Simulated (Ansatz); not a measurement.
ZrH4, SMILES [ZrH4], multiplicity 1.

The structure is a stationary point at r2SCAN-D4/def2-TZVPD. The spin state was assumed, not searched. The def2 effective core potentials stand for the cores of Zr; spin–orbit coupling is left out.

Two levels are set side by side: PBE/def2-TZVPD (Ansatz, a program for electronic structure) and CAM-B3LYP/def2-TZVPD (Ansatz). Energy differences of separate SCF runs at the same geometry; the states with an electron removed or added have multiplicity 2 and 2. Differences are taken from unrounded values.

| quantity | CAM-B3LYP |
|---|---|
| vertical ionisation energy (eV) | 10.98 |
| vertical electron affinity (eV) | 0.70 |
| vertical singlet–triplet gap (eV) | 3.88 |

### Question
What does PBE give, and how far is it from CAM-B3LYP? (Estimate from the structure and the level; the computed values follow.)

### Answer

```
quantity                             PBE  PBE minus CAM-B3LYP
---------------------------------  -----  -------------------
vertical ionisation energy (eV)    10.35                -0.62
vertical electron affinity (eV)     0.57                -0.12
vertical singlet–triplet gap (eV)   3.34                -0.54
```
